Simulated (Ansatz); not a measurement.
## Which method gave which barrier?

Saddle point of SiNH₅ClF, singlet (SiNH₄Cl ([NH2][SiH2][Cl]) + HF → SiNH₄F ([NH2][SiH2][F]) + HCl; bonds formed: Si1–F7, Cl2–H6; bonds broken: Si1–Cl2, H6–F7), PBE0-D4/def2-TZVP structure:

Si1  (-0.406, -0.322, 0.009)
Cl2  (1.351, -1.962, 0.702)
H3  (-0.652, -1.291, -1.086)
H4  (-1.408, -0.538, 1.069)
N5  (-0.346, 1.113, -0.882)
H6  (1.311, -0.569, 1.307)
F7  (0.752, 0.444, 1.271)
H8  (-0.087, 2.013, -0.516)
H9  (-0.515, 1.112, -1.873)
(Å)

Program: Ansatz 0.2.0. Basis: def2-TZVPP, with def2-QZVPP for the basis limit. Cores are frozen in the correlated methods. B3LYP uses VWN-RPA correlation. Extrapolation: Hartree–Fock as exp(−7.88 √X), correlation as X^−2.97. Four methods, as single points on the PBE0-D4 structures, gave these electronic barriers from the start structure: 25.00, 27.56, 29.61, 41.01 kcal/mol.

(1) The methods were, in alphabetical order, B3LYP-D4, BLYP-D4, CCSD(T), HF. Which gave which? (Judge from chemistry; the calculation decides.)

No T1 diagnostic of these runs exceeds 0.012.

Results:

(1) The calculation gives: BLYP-D4 25.00; B3LYP-D4 27.56; CCSD(T) 29.61; HF 41.01 kcal/mol. For comparison, CCSD(T) at an estimated basis limit (MP2 extrapolated from triple and quadruple zeta, plus CCSD(T) − MP2 in triple zeta) gives 29.48 kcal/mol.

Labels in which every atom is bracketed show which atoms are joined, not bond orders.

For scale, one of the runs: CCSD(T)/def2-TZVPP, 216 basis functions, launched by `ansatz run in.yaml --threads 4 --pin off --events-out ev --progress --plain --max-ram 9574MiB`. Time: 52 s of wall clock on 4 CPU threads of an Arm Neoverse V2; the host was shared. Peak host memory: 3.1 GiB.
